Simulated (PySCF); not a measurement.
1,3,5-triazine cation (C3H3N3), SMILES c1ncncn1 (connectivity only; charge and spin as stated), charge +1, multiplicity 2. Atoms are numbered in the order given.

```xyz
9

C      0.0000     1.1876     0.6715
N      0.0000     1.1889    -0.6718
C      0.0000     0.0000    -1.2753
N      0.0000    -1.1889    -0.6718
C      0.0000    -1.1876     0.6715
N      0.0000     0.0000     1.2676
H      0.0000     2.1246     1.2570
H      0.0000     0.0000    -2.3883
H      0.0000    -2.1246     1.2570
```
Charge +1, spin multiplicity 2.

Geometry: PBE-D3(BJ)/def2-SVP. The spin state was assumed, not searched.

Level of theory: PBE/def2-TZVP in PySCF.

ESP charges are fitted to the potential on shells at 1.4 to 2.0 van der Waals radii. Atomic charges (e):

```csv
atom,meta-Löwdin,ESP fit,Mulliken spin
C1,0.18,0.54,-0.02
N2,-0.10,-0.47,0.23
C3,0.17,0.67,-0.02
N4,-0.10,-0.47,0.23
C5,0.18,0.54,-0.02
N6,0.02,-0.26,0.56
H7,0.21,0.16,0.01
H8,0.22,0.13,0.04
H9,0.21,0.16,0.01
```

Computed Mayer and Wiberg (Löwdin basis) orders of the bonds:
```csv
bond,Mayer,Wiberg
C1–N2,1.41,1.76
N2–C3,1.44,1.76
C3–N4,1.44,1.76
N4–C5,1.41,1.76
C1–N6,1.40,1.73
C5–N6,1.40,1.73
C1–H7,0.91,0.84
C3–H8,0.89,0.81
C5–H9,0.91,0.84
```
